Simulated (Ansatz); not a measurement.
Born–Oppenheimer molecular dynamics of Cl$_{3}$H$_{3}$OSi (8 atoms, charge 0, multiplicity 1). It starts at the highest image of a converged band. Of that band: Neighbouring images differ by up to 1.7 eV, so the band resolves the path poorly. A vibrational analysis at the climbing image gives one clearly imaginary mode, 1398i cm⁻¹: a first-order saddle point.

The calculation used Ansatz, RKS B3LYP-D4/def2-SVP.

```json
{
  "ensemble": "NVE (velocity Verlet)",
  "time step": "0.5 fs",
  "steps asked": "200",
  "starting velocities drawn for": "300 K",
  "seed": "10046"
}
```

First frame:

```xyz
8
Properties=species:S:1:pos:R:3
Si 0.131 -0.229 0.001
O 0.042 -0.247 1.823
H -0.690 0.060 2.390
Cl 1.853 0.462 -0.916
Cl -1.064 1.514 -0.085
Cl -1.082 -1.520 -1.084
H 0.978 -1.571 0.595
H 0.564 -1.239 1.575
```

(1) How far do the bonds stretch over the last three quarters of this one trajectory? (Pairs bonded in most of those frames.)

## Answers

(1) 
```json
{"bond": "Si1–O2", "mean (Å)": "1.663", "spread (Å)": "0.085", "shortest": "1.52", "longest": "1.79"}
{"bond": "Si1–Cl4", "mean (Å)": "2.068", "spread (Å)": "0.025", "shortest": "2.03", "longest": "2.12"}
{"bond": "Si1–Cl5", "mean (Å)": "2.094", "spread (Å)": "0.054", "shortest": "2.00", "longest": "2.17"}
{"bond": "Si1–Cl6", "mean (Å)": "2.047", "spread (Å)": "0.041", "shortest": "1.98", "longest": "2.11"}
{"bond": "O2–H3", "mean (Å)": "0.975", "spread (Å)": "0.022", "shortest": "0.94", "longest": "1.02"}
{"bond": "H7–H8", "mean (Å)": "0.762", "spread (Å)": "0.013", "shortest": "0.74", "longest": "0.78"}
```

Mean temperature of the second half: 2255 K. The conserved energy stayed within 0.14 meV per atom of its start (net change 0.064 meV per atom), so the integration is sound. The kinetic energy rose, since the run started high on the potential surface and went downhill. It ends in pieces (Cl3HOSi + H2), so much of that is their flight and rotation, not heat. A run of 0.1 ps of so small a system gives no equilibrium averages. The orbitals stay closed-shell, which can raise the energy where a bond breaks towards radicals; this wasn't checked here.

The run took 6.5 min on 2 threads of Arm Neoverse V2 (shared host), peak memory 0.23 GiB.
